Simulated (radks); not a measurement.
Ni XXII, 7 electrons, occupied as [He] 2s2 2p3. Method: non-relativistic Kohn-Sham, TPSS, spin-polarised, spherical densities, point nucleus; open shells are filled with parallel spins first; meta-GGA in the generalised Kohn-Sham scheme; computed with a radial shooting solver on a logarithmic mesh with Libxc functionals.

Normalised radial functions P(r) = r R(r), r in bohr:

| r | 2s down | 2p down |
|---|---|---|
| 0.002165 | 0.1905 | 0.0032 |
| 0.002384 | 0.2084 | 0.0038 |
| 0.002624 | 0.2279 | 0.0046 |
| 0.002911 | 0.2508 | 0.0057 |
| 0.003205 | 0.2737 | 0.0068 |
| 0.003528 | 0.2986 | 0.0082 |
| 0.003883 | 0.3253 | 0.0099 |
| 0.004274 | 0.3541 | 0.0120 |
| 0.004705 | 0.3849 | 0.0144 |
| 0.005179 | 0.4180 | 0.0174 |
| 0.005701 | 0.4532 | 0.0209 |
| 0.006275 | 0.4905 | 0.0251 |
| 0.006963 | 0.5335 | 0.0306 |
| 0.007665 | 0.5752 | 0.0367 |
| 0.008437 | 0.6189 | 0.0441 |
| 0.009287 | 0.6642 | 0.0528 |
| 0.01022 | 0.7109 | 0.0631 |
| 0.01125 | 0.7586 | 0.0754 |
| 0.01239 | 0.8067 | 0.0899 |
| 0.01363 | 0.8545 | 0.1071 |
| 0.01501 | 0.9013 | 0.1273 |
| 0.01665 | 0.9495 | 0.1532 |
| 0.01833 | 0.9905 | 0.1814 |
| 0.02018 | 1.0267 | 0.2144 |
| 0.02221 | 1.0563 | 0.2526 |
| 0.02445 | 1.0775 | 0.2969 |
| 0.02691 | 1.0882 | 0.3478 |
| 0.02963 | 1.0860 | 0.4062 |
| 0.03261 | 1.0686 | 0.4727 |
| 0.0359 | 1.0334 | 0.5478 |
| 0.03983 | 0.9722 | 0.6396 |
| 0.04384 | 0.8918 | 0.7343 |
| 0.04826 | 0.7862 | 0.8385 |
| 0.05312 | 0.6538 | 0.9521 |
| 0.05848 | 0.4936 | 1.0741 |
| 0.06437 | 0.3056 | 1.2036 |
| 0.07085 | 0.0909 | 1.3384 |
| 0.07799 | -0.1477 | 1.4762 |
| 0.08585 | -0.4062 | 1.6137 |
| 0.09526 | -0.7015 | 1.7575 |
| 0.1049 | -0.9798 | 1.8806 |
| 0.1154 | -1.2538 | 1.9890 |
| 0.1271 | -1.5131 | 2.0775 |
| 0.1399 | -1.7458 | 2.1403 |
| 0.154 | -1.9396 | 2.1713 |
| 0.1695 | -2.0830 | 2.1658 |
| 0.1865 | -2.1667 | 2.1212 |
| 0.2053 | -2.1864 | 2.0372 |
| 0.2278 | -2.1331 | 1.9022 |
| 0.2508 | -2.0171 | 1.7405 |
| 0.2761 | -1.8448 | 1.5499 |
| 0.3039 | -1.6289 | 1.3398 |
| 0.3345 | -1.3857 | 1.1212 |
| 0.3682 | -1.1329 | 0.9057 |
| 0.4053 | -0.8876 | 0.7040 |
| 0.4461 | -0.6639 | 0.5244 |
| 0.4911 | -0.4720 | 0.3726 |
| 0.5449 | -0.3064 | 0.2426 |
| 0.5998 | -0.1929 | 0.1537 |
| 0.6603 | -0.1136 | 0.0914 |
| 0.7268 | -0.0622 | 0.0507 |
| 0.8 | -0.0314 | 0.0260 |

2s down: eigenvalue -1890.6 eV, 1 radial node at r = 0.0736 bohr, <r> = 0.236 bohr, 90 % of the charge inside 0.361 bohr. 2p down (empty): eigenvalue -1793.1 eV, 0 radial nodes, <r> = 0.203 bohr, 90 % of the charge inside 0.328 bohr.
